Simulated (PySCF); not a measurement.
# Electronic structure of Al (aluminium, neutral) at the B3LYP level

Configuration: [Ne] 3s2 3d1, 2D determinant (an excited configuration). Calculation: PySCF 2.14, in dyall-acv3z; scalar relativity by spin-free X2C-1e.

| Item | Value |
| --- | --- |
| Total energy | -242.6866 hartree |
| One-electron energy | -335.6735 hartree |
| Hartree (Coulomb) energy | 111.5210 hartree |
| Exchange-correlation energy | -18.5341 hartree |
| ⟨S²⟩ | 0.7501 |
| ⟨L²⟩ | 6.001 |
| Sum of ⟨r⟩ | 16.17 bohr |
| Sum of ⟨r²⟩ | 60.70 bohr² |
| Traceless quadrupole moment −½Σ⟨3z² − r²⟩ along its main axis | 12.3 e·bohr² |
| Langevin diamagnetic susceptibility | -48.1 ×10⁻⁶ cm³/mol |

| shell | electrons | mean orbital energy (eV) | spread (eV) | rms radius, mean of both spins (bohr) |
| --- | --- | --- | --- | --- |
| 1s β | 1 | -1532.0 | 0 | 0.139 |
| 1s α | 1 | -1532.0 | 0 | 0.139 |
| 2s α | 1 | -117.03 | 0 | 0.684 |
| 2s β | 1 | -117.03 | 0 | 0.684 |
| 2p α | 3 | -77.130 | 0.015 | 0.679 |
| 2p β | 3 | -77.129 | 0.019 | 0.679 |
| 3s α | 1 | -10.980 | 0 | 2.60 |
| 3s β | 1 | -10.914 | 0 | 2.60 |
| 3d α | 1 | -0.733 | 0 | 6.59 |

The outer electron is Rydberg-like, and this basis confines it to a smaller radius and binds it less than a complete one would.

Densities and radii are taken from the X2C orbitals without a picture-change correction, which distorts them close to the nucleus.
